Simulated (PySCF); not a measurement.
How methods differ on the ionisation energy of K⁺

K⁺ [Ar] (1S) → K²⁺ [Ne] 3s2 3p5 (2P), as a difference of total energies. Calculation: PySCF 2.14, in x2c-TZVPall; scalar relativity by spin-free X2C-1e. Correlated levels: valence: [Ne] 3s2 frozen. The calculations carry no spin-orbit coupling.

```csv
method,ionisation energy (eV)
UHF,30.490
TPSS,31.606
MN15,31.772
MP2 (valence),31.660
SCS-MP2 (valence),31.596
CCSD (valence),31.621
CCSD(T) (valence),31.635
```

Question: How much does correlation contribute at CCSD(T) (valence)?

Answer: 31.635 − (30.490) = 1.145 eV, measured against UHF.

The reference lies between the lowest fine-structure levels, while these numbers refer to the centres of the terms.

Errors of the correlated levels include the incompleteness of this basis and the frozen core.

For comparison: 31.625 eV (measured; NIST Atomic Spectra Database, ionization energies).
